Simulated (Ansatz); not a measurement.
Ideal-gas functions of `NC1[Se]C1=O` at 400 K and 1 bar, from an Ansatz frequency run at PBE0-D4/def2-TZVP.

Molar mass 136.01 g/mol, point group C1 (symmetry number 1), electronic degeneracy 1, moments of inertia 106.139, 185.34, 274.465 u Å². Harmonic wavenumbers (cm⁻¹, unscaled): 149, 247, 359, 383, 466, 559, 611, 719, 894, 927, 1153, 1286, 1426, 1661, 1887, 3211, 3576, 3680.

Use S(trans) = R[1.5 ln M + 2.5 ln T − 1.1517]; rotational temperatures θ = 24.2544 K / I; S(rot) = R[ln(√π/σ · √(T³/θAθBθC)) + 1.5]; for each mode x = 1.438777 ν̃/T, S = R[x/(eˣ − 1) − ln(1 − e⁻ˣ)] and H = RT x/(eˣ − 1); 1 cm⁻¹ = 0.0119627 kJ/mol; R = 8.31446 J/(mol·K).

Task: By hand: the entropy, in J/(mol·K).

Result: Translation 176.2. Rotation: θ = 0.2285, 0.1309, 0.0884 K, giving 116.6. Vibration, mode by mode: 13.60, 9.57, 6.74, 6.28, 4.93, 3.78, 3.26, 2.40, 1.46, 1.33, 0.69, 0.46, 0.30, 0.15, 0.07, 0.00, 0.00, 0.00, in all 55.0. Electronic 0.0. Sum 347.8 J/(mol·K).

Task: By hand: H − E and G − E in kJ/mol, counted from the electronic energy.

Result: Zero-point energy ½ × 23194 × 0.0119627 = 138.7; thermal vibration 13.1; translation, rotation and pV give 4 RT = 13.3. H − E = 165.1 kJ/mol, and G − E = 165.1 − 400 × 347.8/1000 = 26.0 kJ/mol.

Vibration gives 16 % of the entropy, 13.6 J/(mol·K) of it from the mode under 150 cm⁻¹: soft modes count most, and the harmonic formula is weakest for them. The sum counts one conformer and one mirror image; others add a mixing term.
